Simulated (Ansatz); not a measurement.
Geometry optimisation, Ansatz, RKS PBE-D4/def2-SVP.

input.yaml

```yaml
crystal:
  periodic: [false, false, false]
  atoms:
    - { symbol: Sn, position_ang: [-0.607818, 0.904932, -0.004572] }
    - { symbol: F, position_ang: [1.845394, -0.48425, -1.642149] }
    - { symbol: H, position_ang: [-1.131397, 0.636042, -1.620237] }
    - { symbol: H, position_ang: [-1.917806, 1.561476, 0.937691] }
    - { symbol: H, position_ang: [0.7775, 1.912861, 0.142125] }
    - { symbol: H, position_ang: [1.558485, -1.030429, -0.95917] }
    - { symbol: "N", position_ang: [-0.014632, -0.972341, 0.722275] }
    - { symbol: H, position_ang: [-0.807033, -1.629504, 0.723599] }
    - { symbol: H, position_ang: [0.297307, -0.898787, 1.700438] }
basis:
  gaussian: { orbitals: def2-SVP }
hamiltonian:
  xc: pbe
  dispersion: d4
relax:
  f_tol: 0.03
  max_steps: 50
output:
  orbitals: {}
```

Command:

```bash
$ ansatz run input.yaml --threads 2 --pin off --max-ram 3072MiB --backend cpu --events-out ev --progress --plain --runs-dir out
```

Question: Where does it end, and by what steps?

Answer: The forces met the threshold. After 6 steps the energy has fallen by 0.332 eV; H6 moved furthest, 0.54 Å.

| step | energy less start (eV) | largest force component (eV/Å) | accepted |
| --- | --- | --- | --- |
| 0 | 0.0000 | 1.268 | yes |
| 1 | -0.1471 | 0.230 | yes |
| 2 | -0.2841 | 0.344 | yes |
| 3 | -0.2849 | 0.954 | yes |
| 4 | -0.3276 | 0.239 | yes |
| 5 | -0.3316 | 0.106 | yes |
| 6 | -0.3322 | 0.023 | yes |

```xyz
9
Properties=species:S:1:pos:R:3
Sn -0.545 0.934 -0.091
F 1.643 -0.569 -1.374
H -1.131 0.705 -1.687
H -1.845 1.440 0.951
H 0.790 1.997 0.084
H 1.177 -0.955 -0.587
N 0.115 -0.967 0.582
H -0.648 -1.659 0.565
H 0.444 -0.927 1.557
```

Time of the run: 11 s on 2 threads of Arm Neoverse V1 (shared host), peak memory 0.14 GiB.
